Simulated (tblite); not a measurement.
Method: GFN2-xTB as coded in tblite; computed harmonic values from a numerical Hessian at the method's own geometry, unscaled. Errors from tens to a few hundred cm⁻¹ against measured bands are possible. Modes of hydrogen on phosphorus and silicon can be 10 to 20 % off. One conformer each. Thermal functions are those of the rigid rotor and harmonic oscillator, without mixing of conformers.

Problem. Order these by their ideal-gas entropy at 298.15 K and 1 bar, highest first (cal/(mol K)).
A. `CC(C)[C@@H]1CO[SiH2]S1`
B. `CC[C@@H]1[SiH2]C[Si@@H]1CCl`
C. `N([Si@H](F)C1(CC1)C=C)[SiH3]`
D. `C[SiH2]C[C@@H](CF)[SiH2]C#N`
E. `C[Si@@H](P)SC1(C)CC1`

Solution. D (118.9), E (112.2), C (111.4), B (108.8), A (97.7).

```csv
SMILES,atoms,mass (u),symmetry number,modes under 300 cm⁻¹,ZPE (kcal/mol),S translation (cal/(mol K)),S rotation,S vibration,S,Cp
C[SiH2]C[C@@H](CF)[SiH2]C#N,21,161.05,1,11,95.7,41.2,31.1,46.6,118.9,49.5
C[Si@@H](P)SC1(C)CC1,21,164.02,1,11,102.2,41.2,30.2,40.8,112.2,46.6
C=CC1([Si@@H](F)N[SiH3])CC1,21,161.05,1,11,96.6,41.2,30.2,40.0,111.4,48.3
CC[C@@H]1[SiH2]C[Si@@H]1CCl,21,164.02,1,9,101.5,41.2,30.5,37.1,108.8,45.5
CC(C)[C@@H]1CO[SiH2]S1,20,148.04,1,7,101.4,40.9,29.4,27.4,97.7,39.7
```

Entropies and Cp are for 298.15 K and 1 bar.
